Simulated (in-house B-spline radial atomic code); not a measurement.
Te is squeezed into an impenetrable sphere of radius R (the orbitals vanish at R). Computed with a radial B-spline atomic code at the basis-set limit: non-relativistic PBE, spin-polarised, spherical fractional occupations, point nucleus.

Energies in eV above the free atom in [Kr] 4d10 5s2 5p4:

```json
{"R (bohr)": "9.48", "highest level (eV)": "-5.25", "[Kr] 4d10 5s2 5p4": "0.009033", "[Kr] 4d10 5s2 5p3 5f1": "16.27", "[Kr] 4d10 5s1 5p4 5d1": "15.18", "-dE/dV in [Kr] 4d10 5s2 5p4 (GPa)": "0.0114"}
{"R (bohr)": "5.75", "highest level (eV)": "-4.05", "[Kr] 4d10 5s2 5p4": "1.286", "[Kr] 4d10 5s2 5p3 5f1": "29.69", "[Kr] 4d10 5s1 5p4 5d1": "18.34", "-dE/dV in [Kr] 4d10 5s2 5p4 (GPa)": "4.56"}
{"R (bohr)": "5.2", "highest level (eV)": "-3.13", "[Kr] 4d10 5s2 5p4": "2.739", "[Kr] 4d10 5s2 5p3 5f1": "34.65", "[Kr] 4d10 5s1 5p4 5d1": "20.67", "-dE/dV in [Kr] 4d10 5s2 5p4 (GPa)": "12.1"}
{"R (bohr)": "4.49", "highest level (eV)": "-0.783", "[Kr] 4d10 5s2 5p4": "7.47", "[Kr] 4d10 5s2 5p3 5f1": "45.36", "[Kr] 4d10 5s1 5p4 5d1": "27.33", "-dE/dV in [Kr] 4d10 5s2 5p4 (GPa)": "45.9"}
{"R (bohr)": "3.71", "highest level (eV)": "5.19", "[Kr] 4d10 5s2 5p4": "23.67", "[Kr] 4d10 5s2 5p3 5f1": "71.33", "[Kr] 4d10 5s1 5p4 5d1": "47.8", "-dE/dV in [Kr] 4d10 5s2 5p4 (GPa)": "226"}
{"R (bohr)": "3.22", "highest level (eV)": "13.2", "[Kr] 4d10 5s2 5p4": "51.04", "[Kr] 4d10 5s2 5p3 5f1": "107.7", "[Kr] 4d10 5s1 5p4 5d1": "80.22", "-dE/dV in [Kr] 4d10 5s2 5p4 (GPa)": "686"}
{"R (bohr)": "2.65", "highest level (eV)": "33.6", "[Kr] 4d10 5s2 5p4": "135.1", "[Kr] 4d10 5s2 5p3 5f1": "206.6", "[Kr] 4d10 5s1 5p4 5d1": "174.7", "-dE/dV in [Kr] 4d10 5s2 5p4 (GPa)": "3010"}
{"R (bohr)": "2.37", "highest level (eV)": "53.6", "[Kr] 4d10 5s2 5p4": "229.3", "[Kr] 4d10 5s2 5p3 5f1": "310.1", "[Kr] 4d10 5s1 5p4 5d1": "276.8", "-dE/dV in [Kr] 4d10 5s2 5p4 (GPa)": "6920"}
{"R (bohr)": "1.99", "highest level (eV)": "106", "[Kr] 4d10 5s2 5p4": "510.6", "[Kr] 4d10 5s2 5p3 5f1": "604.5", "[Kr] 4d10 5s1 5p4 5d1": "572.2", "-dE/dV in [Kr] 4d10 5s2 5p4 (GPa)": "25100"}
{"R (bohr)": "1.26", "highest level (eV)": "527", "[Kr] 4d10 5s2 5p4": "3563", "[Kr] 4d10 5s2 5p3 5f1": "3628", "[Kr] 4d10 5s1 5p4 5d1": "3642", "-dE/dV in [Kr] 4d10 5s2 5p4 (GPa)": "610000"}
```

Q: Does [Kr] 4d10 5s2 5p3 5f1 fall below [Kr] 4d10 5s2 5p4 under compression?

A: No, it stays above over the whole range.

Q: Does [Kr] 4d10 5s1 5p4 5d1 fall below [Kr] 4d10 5s2 5p4 under compression?

A: No, it stays above over the whole range.

The highest level is first positive in the row R = 3.71 bohr, pushed up by confinement above the zero of the free ion's potential. Each configuration is held fixed and needn't be the lowest in the sphere.
